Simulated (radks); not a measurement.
Valence configurations of Ag I (all share [Kr]). Method: scalar-relativistic Kohn-Sham, r2SCAN, spin-polarised, spherical densities, finite nucleus; open shells are filled with parallel spins first (spin-orbit coupling, left out, can overturn this in heavy ions); meta-GGA in the generalised Kohn-Sham scheme; Fermi nuclear charge, rms radius 4.5454 fm; computed with a radial shooting solver on a logarithmic mesh with Libxc functionals. Energies are relative to 4d10 5s1; eigenvalues in eV for spin up.

| valence | E (eV) | moment (Bohr magnetons) | e(4d) | e(5p) | e(5s) |
|---|---|---|---|---|---|
| 4d10 5s1 | 0.000 | 1 | -7.716 | - | -4.961 |
| 4d10 5s0.5 5p0.5 | 2.030 | 1 | -8.752 | -1.393 | -5.383 |
| 4d9.5 5s1.5 | 2.123 | 1 | -9.620 | - | -5.441 |
| 4d9.5 5s1 5p0.5 | 3.696 | 2 | -10.491 | -1.756 | -6.381 |
| 4d10 5p1 | 4.017 | 1 | -9.694 | -1.862 | - |
| 4d9 5s2 | 4.476 | 1 | -11.552 | - | -5.845 |
| 4d9.5 5s0.5 5p1 | 5.970 | 2 | -11.382 | -2.212 | -6.714 |
| 4d9 5s1 5p1 | 8.026 | 3 | -13.147 | -2.564 | -7.651 |
| 4d8 5s1 5p2 | 18.653 | 5 | -18.362 | -3.922 | -9.885 |
| 4d7.5 5s1.5 5p2 | 23.651 | 5 | -20.500 | -4.164 | -10.381 |

NIST lists [Kr] 4d10 5s1 as the ground configuration; this level of theory agrees among the configurations tried. The energies are those of spherical high-spin densities, not of single terms.
